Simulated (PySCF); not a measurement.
Ligand exchange on a metal centre used in film growth or etching (Hf Cl-Br). All species are isolated molecules in the gas phase.

The LUMO from two functionals at the same geometries (BP86-D3(BJ)/def2-SVP), both in PySCF: PBE-D3(BJ)/def2-TZVP and B3LYP-D3(BJ)/def2-TZVP. B3LYP has the VWN-RPA correlation part, as in Gaussian. 

```json
[
 {"species": "0 of 4 Cl replaced by Br ([Hf(Cl)4])", "PBE-D3(BJ)/def2-TZVP (eV)": "-3.05", "B3LYP-D3(BJ)/def2-TZVP (eV)": "-2.45"},
 {"species": "3 of 4 Cl replaced by Br ([Hf(Cl)(Br)3])", "PBE-D3(BJ)/def2-TZVP (eV)": "-3.17", "B3LYP-D3(BJ)/def2-TZVP (eV)": "-2.60"},
 {"species": "4 of 4 Cl replaced by Br ([Hf(Br)4])", "PBE-D3(BJ)/def2-TZVP (eV)": "-3.20", "B3LYP-D3(BJ)/def2-TZVP (eV)": "-2.63"}
]
```

Over these rows, drawn at random from the members with no instability flagged (it was tested for open shells, ions and some series alone), PBE minus B3LYP-D3(BJ): mean -0.58 eV, from -0.60 eV to -0.56 eV.
